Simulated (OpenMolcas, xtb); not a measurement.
## InSiH5 (SMILES [SiH3][InH2]): the electronic atomisation energy, rung by rung

InSiH5 has 7 atoms, charge 0, and is taken as a singlet. SMILES: `[SiH3][InH2]`. The shape is that of a PBE0-D4/def2-TZVP optimisation.

```xyz
7

Si   -0.6671   -0.6415   -0.6421
In    0.8308    0.8376    0.8405
H    -2.1199   -0.3711   -0.4636
H    -0.4320   -2.0833   -0.3459
H    -0.3380   -0.4255   -2.0800
H     0.1791    2.0621    1.8720
H     2.5471    0.6218    0.8191
```

Quantity: the electronic atomisation energy, in eV. The values are calculated. Electronic energies at fixed atoms, without zero-point motion or spin-orbit coupling.

| level | kind | program | value (eV) | CPU time (all runs) |
| --- | --- | --- | --- | --- |
| GFN2-xTB | semi-empirical | xtb | 21.50 | under 2 s |
| HF/def2-TZVP (core potential) | Hartree–Fock | OpenMolcas | 12.84 | 28 s |
| SVWN5/def2-TZVP (core potential) | LDA | OpenMolcas | 18.70 | 52 s |
| PBE/def2-TZVP (core potential) | GGA | OpenMolcas | 16.45 | 61 s |
| M06-L/def2-TZVP (core potential) | meta-GGA | OpenMolcas | 17.02 | 91 s |
| B3LYP/def2-TZVP (core potential) | global hybrid | OpenMolcas | 16.71 | 65 s |
| PBE0/def2-TZVP (core potential) | global hybrid | OpenMolcas | 16.57 | 57 s |

The values span 12.84 to 21.50 eV. The xTB rows lack spin polarisation, so open shells miss the exchange term that lowers them. Times are those of the runs behind each value, whatever else they computed, on shared processors of several kinds: orders of magnitude only.
